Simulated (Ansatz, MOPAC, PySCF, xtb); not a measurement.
Pair of molecules: HF (SMILES F) (first 2 atoms) with C2H4 (SMILES C=C); geometry from B3LYP-D3(BJ)/def2-TZVP, rigid monomers moved along the line of their centres of mass till H2···C3 is 3.96 Å.
(charge 0, multiplicity 1):
```xyz
8

F     -0.2339     0.8565     0.5851
H     -0.1684     0.5554     1.4687
C     -0.4206    -0.3257     5.3242
C      0.6215    -1.0797     4.9914
H     -0.2979     0.6939     5.6689
H     -1.4349    -0.7028     5.2733
H      0.4994    -2.1023     4.6555
H      1.6364    -0.7056     5.0513
```

Counterpoise-corrected where a basis set is named; no monomer relaxation. Rows marked so take none.

Frozen-core correlation. CBS(a, b) extrapolates the correlation energy as X⁻³ and adds the Hartree–Fock energy of set b. Rows in 6-31G* carry no dispersion term and start afresh at each structure (6-31G* with six Cartesian d functions). The state that PM3, PM6 reach isn't checked.

Programs: Ansatz (a program for electronic structure); MOPAC for PM3, PM6 (differences of heats of formation); PySCF for 6-31G* rows, the dispersion terms; xtb for the GFN methods. Values without a source in brackets are computed.

```json
[
 {"level": "PM3", "interaction energy (kcal/mol)": "-0.16"},
 {"level": "PM6", "interaction energy (kcal/mol)": "-0.27"},
 {"level": "GFN2-xTB", "interaction energy (kcal/mol)": "-0.57"},
 {"level": "PBE-D4/def2-TZVPPD", "interaction energy (kcal/mol)": "-0.98"},
 {"level": "B3LYP/6-31G* (no counterpoise)", "interaction energy (kcal/mol)": "-0.90"},
 {"level": "B3LYP/def2-TZVPPD", "interaction energy (kcal/mol)": "…"},
 {"level": "B3LYP-D4/def2-TZVPPD", "interaction energy (kcal/mol)": "-0.86"},
 {"level": "MP2/CBS(aug-cc-pVDZ, aug-cc-pVTZ)", "interaction energy (kcal/mol)": "-0.97"},
 {"level": "MP2/CBS(aug-cc-pVDZ, aug-cc-pVTZ) + ΔCCSD(T)/aug-cc-pVDZ", "interaction energy (kcal/mol)": "-0.94"}
]
```

Task: What belongs in the gaps?

Result: 
- B3LYP/def2-TZVPPD, interaction energy (kcal/mol): -0.80
